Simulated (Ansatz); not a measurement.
Basis-set extrapolation for C₃H₇NOSi, SMILES `COC1=N[SiH]1C` (PBE0-D4/def2-TZVP geometry, frozen core, the Gaussian-basis code of Ansatz). Multiplicity 1, RHF reference.

```json
{"": "HF", "def2-TZVPP": "-535.991101", "def2-QZVPP": "-536.011701"}
{"": "MP2 correlation", "def2-TZVPP": "-1.050503", "def2-QZVPP": "-1.123616"}
{"": "CCSD(T) correlation", "def2-TZVPP": "-1.137099", "def2-QZVPP": "not run"}
```

Energies in hartree. Use E(X) = E(∞) + A·exp(−7.88·√X) for Hartree–Fock and E(X) = E(∞) + B·X^(−2.97) for correlation, with X = 3 and 4, and add CCSD(T) minus MP2 of the smaller set to the MP2 limit.

Question: What is the CCSD(T) energy at the basis-set limit?

Answer: HF limit: -536.011701 + (-0.020600) × 0.13774 = -536.01454. MP2 limit: -1.123616 + (-0.073113) × 0.74074 = -1.17777. Higher-order term: -1.137099 − (-1.050503) = -0.08660. Total: -537.27891 hartree, 4.10 eV below CCSD(T)/def2-TZVPP.
